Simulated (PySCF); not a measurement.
## Telling isomers of C₈H₁₂ apart by NMR

[PySCF 2.14.0 with density-fitted response routines: shieldings: GIAO PBE0/pcSseg-1; geometry from GFN2-xTB; one averaged value for each set of equivalent atoms; non-relativistic; a single conformation; gas phase]

Shifts are taken against calculated references (same method and geometry level): TMS for $^{1}$H and $^{13}$C. Where no couplings were computed, multiplicities follow the n + 1 count of equivalent neighbours, and m marks all less simple cases (inequivalent or close neighbours, rings, F or P nearby). Shifts are as computed. Against solution values, carbons near 30 ppm lie about +3 ppm off and those near 130 ppm about +5 ppm. Of 1211 compounds with measured shifts, 218 miss one by over three times the rms of a fit or turn the order of signals round; such compounds aren't used in these exercises.

(1) Tabulate the signals of `C=CC(=C)C=C(C)C`, `C=C1C=C1C(C)(C)C`, `C=C(C)/C=C\C(=C)C`, `C=C=C=C(C)CCC` and their relative energies.

(2) What is the quickest way to tell C=C(C)/C=C\C(=C)C from C=C=C=C(C)CCC?

(3) What is the quickest way to tell C=CC(=C)C=C(C)C from C=C=C=C(C)CCC?

(4) What is the quickest way to tell C=CC(=C)C=C(C)C from C=C1C=C1C(C)(C)C?

Results:

(1) 
| SMILES | carbon types | δC | δH | E rel. (kcal/mol) |
| --- | --- | --- | --- | --- |
| C=CC(=C)C=C(C)C | 2×C 2×CH 2×CH2 2×CH3 | 154.0, 147.2, 146.2, 129.2, 124.6, 123.9, 28.0, 23.6 | 6.66 (m, 1H), 6.27 (s, 1H), 5.50 (m, 1H), 5.49 (br s, 1H), 5.46 (m, 1H), 5.27 (br s, 1H), 1.92 (s, 3H), 1.61 (s, 3H) | 0.0 |
| C=C1C=C1C(C)(C)C | 3×C 1×CH 1×CH2 3×CH3 | 162.2, 129.4, 127.1, 62.3, 34.2, 28.9 | 7.58 (s, 1H), 3.94 (m, 1H), 3.85 (m, 1H), 1.29 (s, 9H) | 28.1 |
| C=C(C)/C=C\C(=C)C | 2×C 2×CH 2×CH2 2×CH3 | 153.8, 140.5, 121.1, 25.0 | 6.62 (s, 2H), 5.42 (d, 2H), 5.15 (d, 2H), 2.07 (s, 6H) | 4.0 |
| C=C=C=C(C)CCC | 3×C 3×CH2 2×CH3 | 185.2, 168.8, 132.5, 92.3, 42.3, 28.2, 23.4, 15.4 | 5.25 (s, 2H), 2.19 (t, 2H), 2.09 (s, 3H), 1.69 (m, 2H), 1.03 (t, 3H) | 17.8 |

Energies are electronic energies at PBE0/pcSseg-1 on these geometries, without zero-point or thermal terms, each for the one conformer computed, which needn't be the lowest.

(2) Count the carbon signals: 4 against 8. The first has an alkene CH at 140.5 ppm, the second an allylic sp3 CH2 at 42.3 ppm. Their most deshielded carbons lie at 153.8 and 185.2 ppm. In the proton spectra the most deshielded non-exchanging signals are 6.62 (s, 2H) and 5.25 (s, 2H).

(3) Both give the same number of carbon signals, but DEPT or the intensities differ. The first has an alkene CH at 146.2 ppm, the second an allylic sp3 CH2 at 42.3 ppm. Their most deshielded carbons lie at 154.0 and 185.2 ppm. In the proton spectra the most deshielded non-exchanging signals are 6.66 (m, 1H) and 5.25 (s, 2H).

(4) Count the carbon signals: 8 against 6. The first has a terminal =CH2 carbon at 124.6 ppm, the second a terminal =CH2 carbon at 62.3 ppm. Their most deshielded carbons lie at 154.0 and 162.2 ppm. In the proton spectra the most deshielded non-exchanging signals are 6.66 (m, 1H) and 7.58 (s, 1H).
